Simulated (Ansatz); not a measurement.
`[SiH3][O][In]([Cl])[Cl]` + CH₃NH₂ → `C[NH][In]([Cl])[Cl]` + `O[SiH3]`  (ligand exchange at the In–O bond)

Program: Ansatz. Geometries: PBE0-D4/def2-TZVP. ΔE: electronic, gas phase. CCSD(T)/CBS adds triple-zeta CCSD(T) − MP2 to the extrapolated MP2 energy (def2 sets, frozen cores). def2 core potentials past Kr. For In outer-core shells are correlated without core-valence functions, which leaves a few kJ/mol of doubt a bond. Each species was taken in one conformer, which may not be the lowest.

`[SiH3][O][In]([Cl])[Cl]`:

Z-matrix (Å, degrees):
```
Si
O 1 1.638
H 1 1.486 2 109.4
H 1 1.490 2 111.2 3 -120.2
H 1 1.487 2 109.6 3 119.6
In 2 1.950 1 136.8 3 123.6
Cl 6 2.288 2 118.1 1 -179.9
Cl 6 2.296 2 119.8 1 0.1
```

CH₃NH₂:

Z-matrix (Å, degrees):
```
C
N 1 1.453
H 1 1.092 2 109.4
H 1 1.100 2 115.4 3 -121.6
H 1 1.092 2 109.4 3 116.8
H 2 1.012 1 110.6 3 62.6
H 2 1.012 1 110.6 3 -179.3
```

`C[NH][In]([Cl])[Cl]`:

```xyz
9

C    -0.246   -1.365   -0.267
N     0.623   -0.282    0.146
In    0.096    1.632    0.222
Cl   -1.820    2.321   -0.870
Cl    1.427    3.240    1.206
H     0.311   -2.107   -0.850
H    -1.042   -0.984   -0.911
H    -0.724   -1.884    0.572
H     1.375   -0.572    0.751
```

`O[SiH3]`:

Z-matrix (Å, degrees):
```
Si
O 1 1.648
H 1 1.489 2 111.7
H 1 1.489 2 111.7 3 120.9
H 1 1.481 2 105.9 3 -119.6
H 2 0.957 1 117.9 3 -60.5
```

```tsv
species	HF/def2-QZVPP energy (Eh)
`[SiH3][O][In]([Cl])[Cl]`	-1474.04014
CH₃NH₂	-95.26228
`C[NH][In]([Cl])[Cl]`	-1203.06361
`O[SiH3]`	-366.22391
```

(1) Work out ΔE.

Largest T1 diagnostic among the species: 0.014.

Answers

(1) ΔE = (-1203.06361) + (-366.22391) − (-1474.04014) − (-95.26228) = 0.01490 Eh = +39.1 kJ/mol. CCSD(T)/CBS gives +25.0 kJ/mol.

Leaving LDA and LC-ωPBE aside and taking each functional with its dispersion term where it has one, the values, not all of them listed here, spread over 11.7 kJ/mol, from PBE-D4 to B97M-V. LDA lies −9.8 kJ/mol from PBE without D4. From BLYP to BHLYP (50 % exact exchange), in def2-TZVPP and without D4, ΔE moves by +4.3 kJ/mol.
